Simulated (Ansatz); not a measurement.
The same path of BCl2F + ClH (6 atoms, charge 0, multiplicity 1) was run twice with different band settings. Lost on the way: B1–F2, Cl5–H6. Made: B1–Cl5, F2–H6.

Theory: RHF/def2-SVP in Ansatz.

Relaxed end points:

```xyz
6
Properties=species:S:1:pos:R:3
B -0.005 0.436 -0.198
F 0.001 0.511 1.103
Cl 1.519 0.450 -1.052
Cl -1.537 0.371 -1.035
Cl 0.086 -2.852 1.175
H 0.073 -2.031 2.148
```

```xyz
6
Properties=species:S:1:pos:R:3
B 0.018 -0.565 -0.642
F 0.020 0.030 2.240
Cl 1.514 0.280 -0.952
Cl -1.522 0.204 -0.936
Cl 0.063 -2.244 -0.114
H 0.045 -0.819 2.545
```

Common settings: movable images 7; climbing image yes; optimiser quadratic models (default); start path through a guess of the saddle point; force threshold 0.05 eV/Å; iteration limit 60; end points relaxed.

| run | spring |
| --- | --- |
| 1 | 5.0 eV/Å² |
| 2 | 0.5 eV/Å² |

What does each run give, and how far can it be trusted?

Run 1: converged after 30 iterations, highest image 2.156 eV above the first end. A vibrational analysis at the climbing image gives one clearly imaginary mode, 1504i cm⁻¹: a first-order saddle point.
Run 2: converged after 24 iterations, highest image 2.156 eV above the first end. Another band between the same ends (7 images) ends at a top of the same energy, where a vibrational analysis finds 1 clearly imaginary mode.
The orbitals stay closed-shell, which can raise the energy where a bond breaks towards radicals; this wasn't checked here.
